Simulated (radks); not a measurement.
Values are calculated unless marked as measured or tabulated.
All-electron atom: Cu I in [Ar] 3d10 4s1 (the NIST ground configuration). Code: a radial shooting solver on a logarithmic mesh with Libxc functionals. Model: scalar-relativistic Kohn-Sham, Slater X-alpha with alpha = 0.977, spin-polarised, spherical densities, point nucleus; open shells are filled with parallel spins first.

Radial electron density D(r) = 4 pi r^2 rho(r):

```
   r/bohr * D(r) (the largest magnitude, 40.5, reaches the edge; | marks zero)
 0.001976 |*
 0.002594 | *
 0.003404 |  *
 0.004505 |    *
 0.005913 |       *
 0.007761 |           *
  0.01019 |                 *
  0.01337 |                        *
  0.01769 |                                *
  0.02322 |                                         *
  0.03048 |                                              *
  0.04001 |                                               *
  0.05251 |                                           *
  0.06948 |                                      *
   0.0912 |                                       *
   0.1197 |                                               *
   0.1571 |                                                      *
   0.2062 |                                                 *
   0.2729 |                                 *
   0.3582 |                        *
   0.4702 |                            *
   0.6171 |                               *
     0.81 |                        *
    1.063 |             *
    1.407 |     *
    1.847 |  *
    2.424 |*
    3.181 |*
    4.176 *
    5.525 *
    7.252 *
    9.519 *
```

D(r) has 3 maxima, at r = 0.0363, 0.165, 0.593 bohr, and minima at 0.0777, 0.373 bohr, inside which lie 2.10, 10.90 electrons.
